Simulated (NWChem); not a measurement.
System: C₃H₄Se; SMILES C#CC[SeH]

```xyz
8

C      0.5864     2.7877     0.0002
C     -0.1234     1.8067     0.0002
C     -0.9558     0.6229     0.0003
Se     0.1752    -0.9971     0.0006
H      1.2101     3.6625     0.0003
H     -1.5960     0.6015    -0.8937
H     -1.5959     0.6017     0.8944
H     -0.9722    -1.9202     0.0072
```
Atoms are numbered in this order, from 1.

Level: PBE0/def2-SVP (NWChem), optimised geometry, unscaled harmonic frequencies. This build's default masses of Se (78.918 u) and Br (79.917 u) are each other's, which moves their modes by up to 0.6 %.

**Question.** List the harmonic frequencies with IR intensities, and the thermochemistry.

**Answer.** 
```
frequency (cm⁻¹)  IR intensity (km/mol)
----------------  ---------------------
142                                 0.9
157                                 9.2
343                                 9.2
409                                 5.9
642                                 3.2
695                                40.6
707                                35.7
809                                 1.4
839                                 1.9
1008                                0.2
1143                                0.6
1210                               28.4
1435                                2.6
2250                                1.1
2447                               25.5
3091                                3.7
3158                                0.1
3491                               80.8
```

- zero-point energy: 34.3 kcal/mol
- thermal correction to the enthalpy at 298.15 K (with zero-point energy): 38.2 kcal/mol
- heat capacity Cv: 17.5 cal/(mol K)
- entropy at 298.15 K and 1 atm (symmetry number 1): 75.0 cal/(mol K)
- dipole moment: 1.29 D

Rigid rotor and harmonic oscillator.
